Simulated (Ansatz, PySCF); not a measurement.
This PySCF input computes a PBE/def2-TZVPD energy:

```python
from pyscf import gto, scf, dft

mol = gto.M(
    atom='''
    C     0.00444035   -0.01369454   -0.61558859
    Cl    1.50876048    0.02454684    0.11902958
    Cl   -1.51032767   -0.01971347    0.09823698
    ''',
    basis='def2-tzvpd',
    charge=0,
    spin=2,
    verbose=4,
)

mf = dft.UKS(mol, xc='pbe').density_fit(auxbasis='def2-universal-jkfit')
mf.grids.level = 3
mf.conv_tol = 1e-9
mf.max_cycle = 100
mf.max_memory = 1500
mf.kernel()
if not mf.converged:
    mf = mf.newton()
    mf.kernel(mf.make_rdm1())
for _ in range(2):
    mo, _, stable, _ = mf.stability(return_status=True)
    if stable:
        break
    mf.kernel(mf.make_rdm1(mo, mf.mo_occ))
mf.analyze()
```

Question: Write an input for the same energy in Ansatz (a first-principles code) and say what it gives.

Answer: 
Ansatz 0.2 input:
```yaml
crystal:
  periodic: [false, false, false]
  atoms:
    - {symbol: C, position_ang: [0.00444035, -0.01369454, -0.61558859]}
    - {symbol: Cl, position_ang: [1.50876048, 0.02454684, 0.11902958]}
    - {symbol: Cl, position_ang: [-1.51032767, -0.01971347, 0.09823698]}
basis:
  gaussian:
    orbitals: def2-TZVPD
hamiltonian:
  xc: {name: PBE}
magnetization: {spin_polarized: true, initial_magnetization: 2}
output: {forces: true}
```
It gives -957.99589 Eh, and PySCF -957.99593 Eh, a difference of 0.04 mEh, from the treatment of integrals and grids.

This is an excited triplet: at this geometry the singlet lies 0.44 eV lower at RI-MP2/CBS(aug-cc-pV(T+d)Z,aug-cc-pV(Q+d)Z)+[CCSD(T)-MP2]/aug-cc-pV(T+d)Z.
